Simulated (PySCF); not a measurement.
**Stretching CaH⁺**

Set-up: basis Ca aug-pcseg-1, H aug-pcseg-1; no relativity; PySCF 2.14. Energies in eV from Ca⁺ + H in their ground configurations at the same level. State: ¹Σ⁺ (singlet), closed shell.

All columns are PBE0. A positive dipole points towards H; it is taken about the centre of mass and depends on that origin.

```csv
R (Å),E (eV),μ (D),Mulliken charge on Ca (basis-dependent),HOMO (eV),LUMO (eV),Mayer bond order,⟨S²⟩
1.611,-1.894,-4.13,1.34,-12.18,-6.85,0.88,0.00
1.686,-2.096,-4.34,1.32,-12.09,-6.92,0.89,0.00
1.761,-2.215,-4.53,1.28,-11.99,-6.99,0.91,0.00
1.817,-2.259,-4.65,1.25,-11.91,-7.04,0.93,0.00
1.873,-2.273,-4.76,1.22,-11.83,-7.09,0.94,0.00
1.929,-2.261,-4.86,1.19,-11.75,-7.14,0.96,0.00
2.004,-2.212,-4.98,1.15,-11.63,-7.20,0.98,0.00
2.098,-2.111,-5.12,1.13,-11.48,-7.28,0.99,0.00
2.210,-1.947,-5.25,1.13,-11.31,-7.36,1.00,0.00
2.360,-1.682,-5.37,1.15,-11.10,-7.47,0.99,0.00
```

A fit through these points gives, at Re = 1.873 Å, μ = -4.76 D and dμ/dR = -1.90 D/Å; the reduced mass is 0.983 u.

How strong is the fundamental in the double-harmonic approximation, I = 42.26·(dμ/dR)²/μred km/mol?

I = 42.26·(-1.90)²/0.983 = 155 km/mol at PBE0.

For an ion De counts to the pair picked by the measured ionisation energies or electron affinities, which need not be the lowest pair at this level.
